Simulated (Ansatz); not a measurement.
C2H6BN can be A, `[BH3-]C#[N+]C`, or B, `BC(C)=N`.

Isolated molecules relaxed with PBE0-D4/def2-TZVP in Ansatz; ΔE leaves out vibrations. CCSD(T)/CBS is the MP2 limit (def2-TZVPP, def2-QZVPP) plus CCSD(T) − MP2 in def2-TZVPP, frozen cores. Functionals use def2-TZVPP. B3LYP here is the variant with VWN-RPA as its local correlation; programs differ in this. One conformer a species, not always the lowest.

(1) Which isomer does CCSD(T)/CBS put lower? Give the gap. (An estimate is asked.)

(2) Give E(B) − E(A) in kcal/mol with CCSD(T)/def2-SVP, BLYP-D4, B3LYP-D4, B2PLYP, MP2/def2-TZVPP, B3LYP, CCSD/def2-TZVPP. (Best estimate.)

(3) Does the order hold for the free energy at 298.15 K (harmonic terms from PBE0-D4)? (Estimate.)

Largest T1 diagnostic: 0.015.

Answers

(1) Computed: A, by 0.2 kcal/mol. So small a gap doesn't settle the order.

(2) Ansatz gave: CCSD(T)/def2-SVP 4.1, BLYP-D4 4.9, B3LYP-D4 3.7, B2PLYP 3.4, MP2/def2-TZVPP 2.8, B3LYP 4.4, CCSD/def2-TZVPP 0.6. None reverses the order clearly.

(3) Computed: Yes: G(B) − G(A) = +1.6 kcal/mol, for one conformer each. Modes under 60 cm⁻¹, often nearly free rotors, make the harmonic entropy too high.

The D4 term adds −0.8 kcal/mol with B3LYP and −0.4 kcal/mol with PBE0; it sums over pairs of atoms, weighted by their polarisabilities, and B3LYP, whose exchange is more repulsive, gets the larger term. From BLYP to BHLYP (50 % exact exchange), in def2-TZVPP and without D4, E(B) − E(A) moves by −4.1 kcal/mol.
